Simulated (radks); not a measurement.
Values are calculated unless marked as measured or tabulated.
Excited configurations of Tc XXV: one electron is placed in a higher orbital outside [Ar]. The ground configuration is [Ar] 3d1. Code: a radial shooting solver on a logarithmic mesh with Libxc functionals. Model: non-relativistic Kohn-Sham, LDA (Slater exchange, Perdew-Wang correlation), spin-polarised, spherical densities, point nucleus; open shells are filled with parallel spins first (spin-orbit coupling, left out, can overturn this in heavy ions); relativity is left out, which matters for an element this heavy. Excitation = E - E(ground); binding = E(ion) - E, where the ion is the core of charge +25; n* = 25/sqrt(2 binding) in atomic units, and the quantum defect is n - n*.

outer orbital  excitation (eV)  binding (eV)  quantum defect  <r> (bohr)
4p                      510.97        655.70           0.399      0.7486
4d                      559.65        607.03           0.257      0.7282
4f                      606.12        560.55           0.105      0.6622
5p                      766.13        400.55           0.392       1.244
7d                      979.73        186.95           0.256       2.620
7f                      986.56        180.12           0.129       2.598

The Delta-SCF ionisation energy is 1166.7 eV (NIST Atomic Spectra Database: 1166 eV, theoretical). Self-interaction in the functional shifts the binding energies and quantum defects, so they are the method's values and not measured ones. Relativity is left out here, which matters for elements this heavy. Open shells are spherical and high-spin; term and fine-structure splittings are not resolved.
